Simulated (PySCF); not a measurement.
Bonds (- single, = double, # triple, : aromatic): O1-Si2 1.623 Å, Si2-C3 1.919 Å, C3-Si4 1.919 Å, Si4-C5 1.937 Å, C5-F6 1.403 Å, C5-Si2 1.937 Å. O1 carries H7; Si2 carries H8; C3 carries H9, H10; Si4 carries H11, H12; C5 carries H13. Stereochemistry as in O[Si@@H]1C[SiH2][C@@H]1F. H9, H12 are cis to O1 on the ring; H10, H11 are trans to O1 on the ring.

Geometry: GFN2-xTB; GIAO absolute shieldings from PySCF 2.14, gas phase, non-relativistic, averaged over equivalent atoms.

At PBE0/3-21G (76 basis functions, 5.8 s wall time on 1 thread of an Arm Neoverse V1, shared host):
```csv
atoms,σ (ppm)
O1,350.1
Si2,455.5
Si4,487.6
C5,131.0
C3,209.1
F6,480.1
H8,27.50
H13,27.77
H12,28.45
H11,28.66
H7,31.32
H9,32.58
H10,32.95
```

Predict the values at PBE0/pcSseg-1 on the same geometry.

Answers


```csv
atoms,σ at PBE0/pcSseg-1,change
O1,315.3,-34.8
Si2,347.9,-107.6
Si4,384.4,-103.2
C5,92.7,-38.3
C3,184.1,-25.0
F6,462.0,-18.1
H8,26.11,-1.39
H13,25.99,-1.78
H12,26.87,-1.58
H11,26.93,-1.73
H7,29.28,-2.04
H9,30.93,-1.65
H10,31.32,-1.63
```

The largest change is at Si2 (silicon bonded to 2 C, O, H, in a 4-membered ring). Cost: 151 basis functions, 15 s wall time on 1 thread of an Arm Neoverse V1, shared host.
